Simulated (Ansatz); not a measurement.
`CCC(CC(CC(C)c1ccc(Cl)cc1)c1ccc(Cl)cc1)c1ccc(Cl)cc1` with charge +1. Charge 1, multiplicity 2. Geometry r2SCAN-D4/def2-SVP; atoms count from 1.

```xyz
56

C     1.091    2.707   -2.191
C     0.766    1.726   -1.070
C    -0.509    0.906   -1.321
C    -0.823   -0.070   -0.158
C     0.279   -1.110    0.098
C    -0.087   -2.058    1.268
C    -0.308   -1.355    2.625
C    -0.527   -2.415    3.719
C     0.823   -0.424    2.981
C     0.584    0.942    3.229
C     1.620    1.814    3.550
C     2.931    1.315    3.625
Cl    4.225    2.381    4.014
C     3.201   -0.045    3.390
C     2.150   -0.898    3.076
C     0.611   -1.934   -1.116
C    -0.401   -2.571   -1.871
C    -0.090   -3.363   -2.969
C     1.259   -3.530   -3.332
Cl    1.656   -4.503   -4.693
C     2.288   -2.910   -2.599
C     1.954   -2.127   -1.501
C    -1.733    1.747   -1.570
C    -2.650    1.383   -2.582
C    -3.811    2.113   -2.804
C    -4.076    3.232   -1.992
Cl   -5.509    4.144   -2.252
C    -3.186    3.615   -0.969
C    -2.029    2.875   -0.769
H     1.185    2.185   -3.157
H     2.042    3.225   -1.998
H     0.310    3.475   -2.304
H     0.686    2.253   -0.101
H     1.608    1.024   -0.951
H    -0.346    0.291   -2.227
H    -0.981    0.524    0.759
H    -1.781   -0.580   -0.358
H     1.199   -0.581    0.401
H     0.721   -2.804    1.370
H    -0.997   -2.632    1.019
H    -1.228   -0.749    2.558
H    -0.743   -1.940    4.687
H     0.362   -3.053    3.844
H    -1.376   -3.066    3.456
H    -0.441    1.325    3.181
H     1.431    2.872    3.748
H     4.226   -0.413    3.464
H     2.365   -1.957    2.900
H    -1.451   -2.450   -1.589
H    -0.871   -3.858   -3.550
H     3.328   -3.053   -2.900
H     2.751   -1.643   -0.926
H    -2.433    0.516   -3.214
H    -4.512    1.838   -3.596
H    -3.415    4.488   -0.353
H    -1.336    3.179    0.020
```

Single mean-field runs in def2-SVP are fitted with def2-universal-jkfit.

Q: Estimate the Mulliken populations of the heavy atoms from the PBE0/def2-SVP orbitals of Ansatz.

A: 
| atom | charge (e) | spin (α − β) |
| --- | --- | --- |
| C1 | -0.05 | 0.00 |
| C2 | -0.09 | 0.00 |
| C3 | -0.10 | 0.00 |
| C4 | 0.04 | 0.02 |
| C5 | -0.10 | 0.00 |
| C6 | 0.04 | 0.03 |
| C7 | -0.14 | 0.00 |
| C8 | 0.00 | 0.01 |
| C9 | -0.04 | 0.10 |
| C10 | -0.03 | 0.00 |
| C11 | 0.04 | 0.01 |
| C12 | -0.01 | 0.08 |
| Cl13 | -0.01 | 0.06 |
| C14 | 0.04 | 0.01 |
| C15 | -0.03 | 0.00 |
| C16 | -0.03 | 0.12 |
| C17 | -0.02 | 0.02 |
| C18 | 0.04 | 0.00 |
| C19 | -0.01 | 0.11 |
| Cl20 | 0.00 | 0.07 |
| C21 | 0.05 | 0.01 |
| C22 | -0.01 | 0.01 |
| C23 | -0.02 | 0.15 |
| C24 | -0.01 | 0.00 |
| C25 | 0.05 | 0.01 |
| C26 | -0.01 | 0.12 |
| Cl27 | 0.01 | 0.08 |
| C28 | 0.05 | 0.01 |
| C29 | -0.02 | 0.01 |
Mulliken values depend strongly on the basis.

Q: Where does the spin sit?

A: Summed by element: C 0.81, Cl 0.20, H -0.01, of 1 unpaired in all. Largest on single atoms: C23 0.15, C16 0.12, C26 0.12.

Q: And the Mayer bond orders between heavy atoms (over 0.3)?

A: C1–C2 1.10 (1.52 Å); C2–C3 1.03 (1.54 Å); C3–C4 1.02 (1.55 Å); C3–C23 1.02 (1.51 Å); C4–C5 1.03 (1.54 Å); C5–C6 1.02 (1.55 Å); C5–C16 1.02 (1.50 Å); C6–C7 1.03 (1.54 Å); C7–C8 1.06 (1.54 Å); C7–C9 1.00 (1.51 Å); C9–C10 1.36 (1.41 Å); C9–C15 1.31 (1.41 Å); C10–C11 1.41 (1.39 Å); C11–C12 1.34 (1.40 Å); C12–Cl13 1.05 (1.72 Å); C12–C14 1.32 (1.41 Å); C14–C15 1.44 (1.39 Å); C16–C17 1.30 (1.41 Å); C16–C22 1.34 (1.41 Å); C17–C18 1.44 (1.39 Å); C18–C19 1.32 (1.41 Å); C19–Cl20 1.07 (1.72 Å); C19–C21 1.32 (1.41 Å); C21–C22 1.43 (1.39 Å); C23–C24 1.33 (1.41 Å); C23–C29 1.30 (1.41 Å); C24–C25 1.44 (1.39 Å); C25–C26 1.31 (1.41 Å); C26–Cl27 1.07 (1.72 Å); C26–C28 1.31 (1.41 Å); C28–C29 1.45 (1.39 Å).
